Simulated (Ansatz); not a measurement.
Geometry optimisation of the cluster Ga5F.

```yaml
crystal:
  periodic: [false, false, false]
  atoms:
    - {symbol: Ga, position_ang: [-0.592790, 0.942530, 0.289600]}
    - {symbol: Ga, position_ang: [1.382980, 2.237840, -0.440560]}
    - {symbol: Ga, position_ang: [2.797990, 0.021010, -0.216080]}
    - {symbol: Ga, position_ang: [-1.749250, -1.824690, -0.088060]}
    - {symbol: Ga, position_ang: [0.906190, -1.341450, 0.505830]}
    - {symbol: F, position_ang: [-2.745130, -0.035250, -0.050730]}
basis:
  gaussian: {orbitals: def2-SVP}
hamiltonian: {xc: pbe, dispersion: d4}
scf: {lower_state_search: "off"}
output: {orbitals: {seedname: orbitals}}
relax: {f_tol: 0.02, max_steps: 100}
```

```sh
$ ansatz run in.yaml --threads 4 --pin off --events-out ev --progress --plain --max-ram 4787MiB
```

It prints (some lines left out):

```
Functional definition: PBE
mean field -264531.57164905 eV, -9721.3559521633 hartree, gradient 1.9e-6 eV, S^2 0.000000; 0 other end points of the search recorded, 0 dependent functions left out
relax step   1: F+E_penalty+E_count = -264531.88705111 eV  Δ(F+E_penalty+E_count) = +0.000e0 eV  max|allowed force component| = 1.449e0 eV/Å  Δτ_max = 0.0000 Å  (39 SCF iters, accepted)
mean field -264531.84959622 eV, -9721.3661665335 hartree, gradient 1.8e-6 eV, S^2 0.000000; 0 other end points of the search recorded, 0 dependent functions left out
relax step   2: F+E_penalty+E_count = -264532.17178596 eV  Δ(F+E_penalty+E_count) = -2.847e-1 eV  max|allowed force component| = 6.738e-1 eV/Å  Δτ_max = 0.1819 Å  (29 SCF iters, accepted)
mean field -264531.93367858 eV, -9721.3692565030 hartree, gradient 1.7e-6 eV, S^2 0.000000; 0 other end points of the search recorded, 0 dependent functions left out
relax step   3: F+E_penalty+E_count = -264532.25760223 eV  Δ(F+E_penalty+E_count) = -8.582e-2 eV  max|allowed force component| = 4.061e-1 eV/Å  Δτ_max = 0.1759 Å  (29 SCF iters, accepted)
mean field -264531.99603294 eV, -9721.3715479837 hartree, gradient 1.8e-6 eV, S^2 0.000000; 0 other end points of the search recorded, 0 dependent functions left out
relax step   4: F+E_penalty+E_count = -264532.31953858 eV  Δ(F+E_penalty+E_count) = -6.194e-2 eV  max|allowed force component| = 3.205e-1 eV/Å  Δτ_max = 0.1948 Å  (30 SCF iters, accepted)
mean field -264532.03543472 eV, -9721.3729959723 hartree, gradient 1.4e-6 eV, S^2 0.000000; 0 other end points of the search recorded, 0 dependent functions left out
relax step   5: F+E_penalty+E_count = -264532.35801721 eV  Δ(F+E_penalty+E_count) = -3.848e-2 eV  max|allowed force component| = 7.990e-2 eV/Å  Δτ_max = 0.0894 Å  (24 SCF iters, accepted)
mean field -264532.04027960 eV, -9721.3731740184 hartree, gradient 1.3e-6 eV, S^2 0.000000; 0 other end points of the search recorded, 0 dependent functions left out
relax step   6: F+E_penalty+E_count = -264532.36273770 eV  Δ(F+E_penalty+E_count) = -4.720e-3 eV  max|allowed force component| = 6.981e-2 eV/Å  Δτ_max = 0.0649 Å  (23 SCF iters, accepted)
mean field -264532.04269591 eV, -9721.3732628160 hartree, gradient 2.3e-6 eV, S^2 0.000000; 0 other end points of the search recorded, 0 dependent functions left out
relax step   7: F+E_penalty+E_count = -264532.36457978 eV  Δ(F+E_penalty+E_count) = -1.842e-3 eV  max|allowed force component| = 2.583e-2 eV/Å  Δτ_max = 0.0241 Å  (22 SCF iters, accepted)
mean field -264532.05175684 eV, -9721.3735957993 hartree, gradient 1.1e-6 eV, S^2 0.000000; 0 other end points of the search recorded, 0 dependent functions left out
relax step   8: F+E_penalty+E_count = -264532.37081783 eV  Δ(F+E_penalty+E_count) = -6.238e-3 eV  max|allowed force component| = 5.352e-2 eV/Å  Δτ_max = 0.1926 Å  (28 SCF iters, accepted)
mean field -264532.05328412 eV, -9721.3736519258 hartree, gradient 1.2e-6 eV, S^2 0.000000; 0 other end points of the search recorded, 0 dependent functions left out
relax step   9: F+E_penalty+E_count = -264532.36961614 eV  Δ(F+E_penalty+E_count) = +1.202e-3 eV  max|allowed force component| = 2.274e-1 eV/Å  Δτ_max = 0.1954 Å  (27 SCF iters, rejected (line search))
mean field -264532.05087895 eV, -9721.3735635373 hartree, gradient 2.6e-6 eV, S^2 0.000000; 0 other end points of the search recorded, 0 dependent functions left out
relax step  10: F+E_penalty+E_count = -264532.36925999 eV  Δ(F+E_penalty+E_count) = +1.558e-3 eV  max|allowed force component| = 5.566e-2 eV/Å  Δτ_max = 0.0977 Å  (23 SCF iters, rejected (line search))
mean field -264532.05460477 eV, -9721.3737004586 hartree, gradient 9.7e-7 eV, S^2 0.000000; 0 other end points of the search recorded, 0 dependent functions left out
relax step  11: F+E_penalty+E_count = -264532.37319050 eV  Δ(F+E_penalty+E_count) = -2.373e-3 eV  max|allowed force component| = 1.521e-2 eV/Å  Δτ_max = 0.0482 Å  (23 SCF iters, accepted)
mean field -264532.05741944 eV, -9721.3738038958 hartree, gradient 1.9e-6 eV, S^2 0.000000; 0 other end points of the search recorded, 0 dependent functions left out
relax step  12: F+E_penalty+E_count = -264532.37501343 eV  Δ(F+E_penalty+E_count) = -1.823e-3 eV  max|allowed force component| = 4.104e-2 eV/Å  Δτ_max = 0.0979 Å  (23 SCF iters, accepted)
mean field -264532.05852561 eV, -9721.3738445470 hartree, gradient 1.4e-6 eV, S^2 0.000000; 0 other end points of the search recorded, 0 dependent functions left out
relax step  13: F+E_penalty+E_count = -264532.37572168 eV  Δ(F+E_penalty+E_count) = -7.082e-4 eV  max|allowed force component| = 6.043e-2 eV/Å  Δτ_max = 0.0678 Å  (22 SCF iters, accepted)
mean field -264532.05896329 eV, -9721.3738606314 hartree, gradient 2.0e-6 eV, S^2 0.000000; 0 other end points of the search recorded, 0 dependent functions left out
relax step  14: F+E_penalty+E_count = -264532.37628038 eV  Δ(F+E_penalty+E_count) = -5.587e-4 eV  max|allowed force component| = 3.851e-2 eV/Å  Δτ_max = 0.0274 Å  (22 SCF iters, accepted)
mean field -264532.05920546 eV, -9721.3738695307 hartree, gradient 2.7e-6 eV, S^2 0.000000; 0 other end points of the search recorded, 0 dependent functions left out
relax step  15: F+E_penalty+E_count = -264532.37666596 eV  Δ(F+E_penalty+E_count) = -3.856e-4 eV  max|allowed force component| = 1.244e-2 eV/Å  Δτ_max = 0.0428 Å  (22 SCF iters, accepted)
mean field -264532.05929053 eV, -9721.3738726571 hartree, gradient 2.7e-6 eV, S^2 0.000000; 0 other end points of the search recorded, 0 dependent functions left out
relax step  16: F+E_penalty+E_count = -264532.37669523 eV  Δ(F+E_penalty+E_count) = -2.927e-5 eV  max|allowed force component| = 1.217e-2 eV/Å  Δτ_max = 0.0261 Å  (22 SCF iters, accepted)
Total energy: -264532.37673288 eV, -9721.3855384485 hartree
Atom 0 at    -0.405892     0.620943    -0.124502 Å, force     0.008436    -0.003854     0.004165 eV/Å
Atom 1 at     1.285983     2.451854    -0.367828 Å, force     0.003684     0.010895    -0.005512 eV/Å
Atom 2 at     2.478121     0.228986     0.037914 Å, force    -0.004685    -0.000065     0.004581 eV/Å
Atom 3 at    -1.944040    -1.849239     0.254429 Å, force     0.010891     0.000258     0.001131 eV/Å
Atom 4 at     0.878376    -1.611583     0.304705 Å, force    -0.006160    -0.009601    -0.003405 eV/Å
Atom 5 at    -2.292559     0.159029    -0.104718 Å, force    -0.012166     0.002368    -0.000960 eV/Å
Dipole moment:     0.044706    -0.107427     0.022496 e Å
Checks for a lower state left out: stability, starts, cluster_reference, orbital_swaps, neighbouring_geometries, increment
```

Run time 33 s (4 threads of Arm Neoverse V2 on a shared host).

The restricted singlet is unstable towards broken spin symmetry at other levels; at PBE-D4/def2-SVP this wasn't settled. Another isomer (singlet) lies 0.33 eV lower at PBE0-D4/def2-TZVP; other spin states weren't run for this one.
